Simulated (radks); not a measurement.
The mean radii <r> (bohr) of the occupied orbitals of an atom or ion are listed with their occupations. Method: non-relativistic Kohn-Sham, SCAN, spin-polarised, spherical densities, point nucleus; meta-GGA in the generalised Kohn-Sham scheme; computed with a radial shooting solver on a logarithmic mesh with Libxc functionals.

orbital  occ.      <r>
1s          2  0.01846
2s          2  0.07677
2p          6  0.06485
3s          2   0.1816
3p          6   0.1714

Name the element and its charge. Open shells, if any, are filled with parallel spins first.

Answer. Z = 82, lead, charge +64: Pb64+ in [Ar]. The 1s radius gives Z: for a bare nucleus <r> = 1.5/Z, 0.01829 bohr for Z = 82, and screening makes it slightly larger (0.01846 here). The occupations add up to 18, and the charge is Z minus that.
